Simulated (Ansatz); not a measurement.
A structure relaxed at PBE0-D4/def2-TZVP, charge 0, multiplicity 1:

Cartesian coordinates in Å:
```
F 1.033 -0.856 1.818
C 0.751 -1.511 0.623
Si -0.685 -0.648 -0.276
Sn -0.216 1.865 -0.427
H 0.512 -2.554 0.856
H 1.657 -1.503 0.007
H -1.959 -0.901 0.451
H -0.788 -1.254 -1.633
H 1.363 2.129 -1.025
H -0.350 2.613 1.099
H -1.318 2.620 -1.492
```

(1) Give its formula and SMILES.

(2) Summarise the bond lengths by kind.

Results:

(1) CH7FSiSn, `FC[SiH2][SnH3]`.

(2) 1 × C–F 1.391 Å; 1 × C–Si 1.902 Å; 2 × C–H 1.095 Å; 1 × Si–Sn 2.562 Å; 2 × H–Si 1.488 to 1.490 Å; 3 × H–Sn 1.705 to 1.708 Å.

Computed with Ansatz.
